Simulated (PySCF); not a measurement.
## ORD: `InChI=1S/C6H8F2/c7-5-2-6(8)4-1-3(4)5/h3-6H,1-2H2/t3-,4+,5-,6-/m1/s1`

Cartesian coordinates in Å; atom numbers follow the order of the lines, from 1:
```xyz
16

F    -1.2302    2.1022    0.2155
C    -0.5497    1.1493   -0.5238
C    -1.2948   -0.1853   -0.4528
C    -0.6377   -0.9875    0.6820
F    -0.5839   -2.3274    0.3451
C     0.7451   -0.4014    0.8568
C     1.5662   -0.2800   -0.3938
C     0.7999    0.9015    0.1114
H    -0.4929    1.5575   -1.5400
H    -1.1836   -0.7372   -1.3854
H    -2.3559   -0.0184   -0.2766
H    -1.2107   -0.9390    1.6146
H     1.2335   -0.5472    1.8076
H     2.6394   -0.2609   -0.2827
H     1.2301   -0.7842   -1.2859
H     1.3176    1.7668    0.4967
```

Method used: PySCF 2.14.0, TDDFT CAM-B3LYP/def2-SVPD circular dichroism and optical rotation, one conformer, gas phase. Geometry: GFN2-xTB.

Stereocentres: C2 R, C4 R, C6 S, C8 R.

(1) Give the optical rotatory dispersion at 633, 589.3, 546, 436, 405, 365, 355 nm.

(2) And for the mirror image at 589.3 nm?

(3) What is the molar rotation [Φ] = [α]·M/100 of the geometry above at 589.3 nm?

## Answers

(1) [α] in deg dm⁻¹ (g/mL)⁻¹:
```csv
λ (nm),origin-invariant length gauge,modified velocity gauge,length gauge (centre of mass),isotropic polarisability (au)
633,+36.4,+35.9,+35.5,66.0
589.3,+42.3,+41.7,+41.2,66.2
546,+49.6,+48.9,+48.4,66.4
436,+80.2,+79.0,+78.1,67.3
405,+94.2,+92.7,+91.7,67.6
365,+118.5,+116.5,+115.3,68.3
355,+126.1,+124.0,+122.7,68.5
```

(2) -42.3 deg dm⁻¹ (g/mL)⁻¹ (origin-invariant length gauge): the same size and the opposite sign.

(3) With M = 118.13 g/mol, +49.9 deg cm² dmol⁻¹ (origin-invariant length gauge).

The first excitation lies at 8.33 eV (149 nm) with R = -9.7 × 10⁻⁴⁰ esu² cm² (velocity form).
